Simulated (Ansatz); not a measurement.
`C/N=C/[SeH]`, relaxed with RKS PBE-D4/def2-SVP in Ansatz 0.2.0 from a rough embedded geometry. The force threshold is 0.03 eV/Å; the program also tests the step.

Charge 0, multiplicity 1.

Start:

```xyz
9

C    -1.139   -0.322    0.799
N    -0.101    0.477    0.344
C     0.526    0.190   -0.741
Se    1.867    1.443   -1.392
H    -0.767   -1.405    1.009
H    -1.561    0.040    1.798
H    -2.004   -0.396    0.091
H     0.233   -0.633   -1.365
H     2.945    0.606   -0.543
```

Q: How much energy does the relaxation release, and in how many steps? (Estimate.)

A: Ansatz gave: 69.51 kJ/mol, in 17 steps, 1 of them rejected.

Q: Which bonds change most? (Best estimate.)

A: Ansatz gave: Se4–H9 from 1.608 to 1.486 Å; C1–N2 from 1.386 to 1.443 Å; C3–H8 from 1.073 to 1.119 Å; C1–H5 from 1.164 to 1.119 Å.

Q: Give the relaxed structure. (An estimate is asked.)

A: Computed: 
```xyz
9

C    -1.312   -0.345    0.703
N    -0.419    0.639    0.139
C     0.677    0.255   -0.372
Se    1.888    1.538   -1.123
H    -0.943   -1.398    0.632
H    -1.499   -0.108    1.772
H    -2.300   -0.284    0.198
H     1.020   -0.808   -0.437
H     2.889    0.511   -1.512
```
